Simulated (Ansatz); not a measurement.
Gas-phase reaction in SMILES: CNB(C)C [N-dimethylboranylmethanamine] -> C[N]B(C)C + H atom (the H-N bond at the site shown breaks; other sites are not compared here)
Geometries: B3LYP-D3(BJ)/def2-TZVP minima from Ansatz (an electronic-structure program), one conformer each, not searched for the lowest.
Geometry of the first species:
```xyz
15

C      1.6089    -1.1548     0.5939
N      0.9805    -0.0611    -0.1237
B     -0.3732     0.2964    -0.1719
C     -0.7904     1.5639    -1.0203
C     -1.4710    -0.5258     0.6212
H      2.3315    -0.7888     1.3293
H      2.1331    -1.8334    -0.0854
H      0.8543    -1.7287     1.1266
H      1.6365     0.5092    -0.6359
H     -1.3487     2.2761    -0.4037
H      0.0481     2.1013    -1.4718
H     -1.4723     1.2752    -1.8273
H     -1.3024    -1.6054     0.6248
H     -2.4740    -0.3484     0.2282
H     -1.4885    -0.2108     1.6713
```

Property: bond dissociation energy (electronic energy difference), in kJ/mol. Valence correlation only, unless marked. UHF or UKS for open shells. Spin-orbit coupling is left out. No relativistic terms. CBS(X,Y): correlation extrapolated as X^-3; Hartree-Fock from the larger set.

| level | program | bond dissociation energy (kJ/mol) | minus last row |
|---|---|---|---|
| r2SCAN/def2-TZVPD | Ansatz | 451.8 | -38.0 |
| PBE0/def2-SVP | Ansatz | 457.7 | -32.1 |
| PBE0/def2-TZVP | Ansatz | 459.5 | -30.3 |
| PBE0/def2-TZVPD | Ansatz | 460.1 | -29.7 |
| BHLYP-D4/def2-TZVPD | Ansatz + dftd4 | 466.9 | -22.9 |
| BHLYP/def2-TZVPD | Ansatz | 464.1 | -25.7 |
| r2SCANh-D4/def2-TZVPD | Ansatz + dftd4 | 455.4 | -34.4 |
| CAM-B3LYP-D4/def2-TZVPD | Ansatz + dftd4 | 472.8 | -17.0 |
| LC-wPBE-D3(BJ)/def2-TZVPD | Ansatz + dftd3 | 471.7 | -18.1 |
| RI-MP2/CBS(cc-pVTZ,cc-pVQZ) | Ansatz | 507.5 | 17.7 |
| SCS-MP2/cc-pVQZ | Ansatz | 506.9 | 17.1 |
| CCSD(T)/cc-pVDZ | Ansatz | 464.2 | -25.6 |
| CCSD(T)/cc-pwCVTZ | Ansatz | 482.9 | -6.9 |
| CCSD(T)/cc-pVQZ | Ansatz | 487.0 | -2.8 |
| CCSD(T)/CBS(cc-pVTZ,cc-pVQZ) | Ansatz | 489.8 | 0.0 |
